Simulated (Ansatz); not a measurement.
Reaction (ligand exchange at a Ga–F bond): `[F][Ga]([F])[Cl]` + HCl → `[F][Ga]([Cl])[Cl]` + H–F

Program: Ansatz. Geometries: PBE0-D4/def2-TZVP. ΔE: electronic, gas phase. CCSD(T)/CBS is the MP2 limit (def2-TZVPP, def2-QZVPP) plus CCSD(T) − MP2 in def2-TZVPP, frozen cores. This one scheme is used for every species. For Ga outer-core shells are correlated without core-valence functions, which leaves a few kJ/mol of doubt a bond. Scalar relativity is left out up to krypton.

| species | HF/def2-SVP energy (Eh) |
| --- | --- |
| `[F][Ga]([F])[Cl]` | -2581.21373 |
| HCl | -459.93826 |
| `[F][Ga]([Cl])[Cl]` | -2941.23188 |
| H–F | -99.93236 |

**Question.** Work out ΔE.

**Answer.** ΔE = (-2941.23188) + (-99.93236) − (-2581.21373) − (-459.93826) = -0.01225 Eh = -32.2 kJ/mol. CCSD(T)/CBS gives -40.5 kJ/mol.

Largest T1 diagnostic among the species: 0.014.

From BLYP to BHLYP (50 % exact exchange), in def2-TZVPP and without D4, ΔE moves by −8.8 kJ/mol. The D4 term adds −4.5 kJ/mol with B3LYP and −2.4 kJ/mol with PBE0; it sums over pairs of atoms, weighted by their polarisabilities, and B3LYP, whose exchange is more repulsive, gets the larger term. Leaving LDA and LC-ωPBE aside and taking each functional with its dispersion term where it has one, the values, not all of them listed here, spread over 11.4 kJ/mol, from HSE06-D4 to BLYP-D4. LDA lies −3.4 kJ/mol from PBE without D4.

B3LYP here is the variant with VWN-RPA as its local correlation; programs differ in this.
